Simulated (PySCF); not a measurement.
ICl, SMILES ClI, singlet, CAM-B3LYP/def2-SVP optimised geometry.

```
2

I     -1.18     0.00     0.00
Cl     1.18     0.00     0.00
```

Density from CAM-B3LYP/def2-TZVP, def2 effective core potentials past Kr run with PySCF at that geometry. The core electrons that the potentials of I replace are not part of the density.

Minimum of the electron density along straight lines between bonded atoms, close to the bond critical point (lines longer than 1.1 times the sum of covalent radii, or with two minima, are not listed):

| bond | length / Å | ρ at the minimum / e bohr⁻³ | ∇²ρ there / e bohr⁻⁵ | position (fraction from the first atom) |
|---|---|---|---|---|
| I1–Cl2 | 2.361 | 0.098 | 0.03 | 0.49 |
